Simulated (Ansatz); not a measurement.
Total energies of C₆H₁₆Sn (`[CH3][SnH]([CH3])[C](C)(C)C`).

| atom | x (Å) | y (Å) | z (Å) |
| --- | --- | --- | --- |
| C1 | 2.710 | 0.112 | -0.168 |
| Sn2 | 0.881 | -0.370 | 0.848 |
| C3 | 0.566 | 1.019 | 2.455 |
| C4 | -0.788 | -0.272 | -0.550 |
| C5 | -2.076 | -0.614 | 0.187 |
| C6 | -0.553 | -1.269 | -1.676 |
| C7 | -0.872 | 1.140 | -1.115 |
| H8 | 2.887 | -0.586 | -0.987 |
| H9 | 2.658 | 1.124 | -0.573 |
| H10 | 3.551 | 0.057 | 0.524 |
| H11 | 0.982 | -1.968 | 1.483 |
| H12 | -0.358 | 0.786 | 2.986 |
| H13 | 0.499 | 2.035 | 2.064 |
| H14 | 1.395 | 0.971 | 3.162 |
| H15 | -2.931 | -0.570 | -0.502 |
| H16 | -2.050 | -1.622 | 0.610 |
| H17 | -2.281 | 0.087 | 1.001 |
| H18 | -0.484 | -2.296 | -1.306 |
| H19 | -1.384 | -1.235 | -2.394 |
| H20 | 0.363 | -1.051 | -2.233 |
| H21 | -1.044 | 1.886 | -0.334 |
| H22 | 0.036 | 1.421 | -1.656 |
| H23 | -1.708 | 1.215 | -1.825 |

Charge 0, multiplicity 1. Correlated methods include outer-core shells of Sn, which these sets cover unevenly. Sn: def2 effective core potential. The structure was optimised at the PBE0-D4/def2-TZVP level. Basis def2-TZVPP, Ansatz 0.2.0.

RPA on PBE orbitals: Hartree–Fock energy of these orbitals -449.86888 Eh, correlation -2.32020 Eh (frozen core).

```
             functional  energy without D4 (Eh)  D4 term (kJ/mol)
            LDA (SPW92)              -450.02043                 –
                    PBE              -452.29414             -56.3
                 revPBE              -452.61474            -160.0
                   BLYP              -452.43216            -119.2
                 r2SCAN              -452.58045             -15.4
                 B97M-V              -452.66627                 –
                  B3LYP              -452.74053             -89.2
                r2SCANh              -452.56220             -16.4
                r2SCAN0              -452.53649             -18.0
HSE06 (plane-wave form)              -452.33968             -45.5
                  BHLYP              -452.41934             -69.8
              CAM-B3LYP              -452.48813             -49.6
                ωB97X-V              -452.57540                 –
                 B2PLYP              -452.20539                 –
```

Problem. Give the same for PBE0, LC-ωPBE, ωB97M-V, PBE-QIDH. (Best estimate.)

Solution. Computed: 
| functional | energy without D4 (Eh) | D4 term (kJ/mol) |
| --- | --- | --- |
| PBE0 | -452.35734 | -48.5 |
| LC-ωPBE | -452.55106 | – |
| ωB97M-V | -452.45243 | – |
| PBE-QIDH | -452.13944 | – |

B3LYP takes the VWN-RPA correlation (the form of Gaussian; ORCA's B3LYP/G). HSE06 is the plane-wave form, built on full-range PBE exchange. The double hybrids freeze the cores in their second-order part.

LC-ωPBE has ω = 0.4 bohr⁻¹.
